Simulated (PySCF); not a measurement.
# Reading the logs of faulty runs: AlB2H6N

All numbers below are calculated, not measured. The program is PySCF 2.14.0, an open-source quantum chemistry code, run on an isolated molecule that a program drew, which may never have been made. The molecule is AlB2H6N (charge 0, singlet), drawn as the SMILES string `B[B](N)[AlH2]`.

Each row is a Hartree-Fock (HF) and frozen-core CCSD(T) single point in the cc-pV(D+d)Z basis, meant for a local HF minimum. Run 1 is clean. Each other run has one planted mistake out of seven kinds, and not every kind appears here: one electron removed, one electron added, multiplicity raised by two, geometry at a saddle point, minimal basis STO-3G, one bond length entered in bohr, all coordinates scaled. The reference is restricted for singlets and unrestricted otherwise, and also for a bond in bohr. Adding or removing an electron swaps singlet and doublet. Electrons count all cores. HOMO and LUMO are orbital energies over both spins, the gradient is its largest component, and the lowest frequency (negative if imaginary) is given only where the gradient is small. Bond lengths are over the 9 bonds as drawn. T1 is the CCSD diagnostic: over 0.02 (restricted) or 0.045 (unrestricted) a single reference is doubtful.

Geometry of the clean run:
```xyz
10
AlB2H6N, angstrom
B    -0.7550    1.0547    0.7465
B     0.5396    0.1534    0.1525
N     0.9684   -1.1056    0.5826
Al    1.6889    1.0548   -1.4861
H    -1.8509    1.0018    0.2442
H    -0.6081    1.8910    1.6038
H     0.5281   -1.6190    1.3200
H     1.7470   -1.5937    0.1901
H     1.3875    2.4735   -2.1370
H     2.9262    0.2483   -2.0901
```

```
run,electrons,basis functions,<S^2>,HOMO (eV),LUMO (eV),gradient (hartree/bohr),lowest frequency (cm^-1),mean bond (Å),longest bond (Å),T1,HF (hartree),CCSD(T) (hartree),mistake
1,36,95,0.000,-9.02,0.96,2.1e-05,100,1.4308,2.195,0.0160,-349.21576,-349.68504,no fault
2,37,95,0.770,-0.03,6.17,1.9e-02,-,1.4308,2.195,0.0200,-349.19798,-349.68525,one electron added
3,36,95,0.819,-7.80,0.89,1.1e-02,-,1.5974,3.185,0.0436,-349.09664,-349.54897,one bond length entered in bohr
4,36,95,0.000,-9.09,0.71,2.8e-05,-230,1.4368,2.179,0.0162,-349.20644,-349.67618,?
5,36,30,0.000,-6.52,7.32,4.1e-02,-,1.4308,2.195,0.0184,-344.95833,-345.16334,?
```

**Which mistake was planted in run 4, and what did it cost?**

The gradient is small, so the point is stationary, but the lowest frequency is imaginary (-230 cm^-1). So the mistake is: geometry at a saddle point. Subtracting run 1 and multiplying by 627.51 kcal/mol a hartree, the energy moved by 5.8 kcal/mol in HF and 5.6 kcal/mol in CCSD(T).

**Which mistake was planted in run 5, and what did it cost?**

It has 30 basis functions where the clean run has 95, with the same electrons and geometry. So the mistake is: minimal basis STO-3G. Subtracting run 1 and multiplying by 627.51 kcal/mol a hartree, the energy moved by 2671.6 kcal/mol in HF and 2837.4 kcal/mol in CCSD(T).

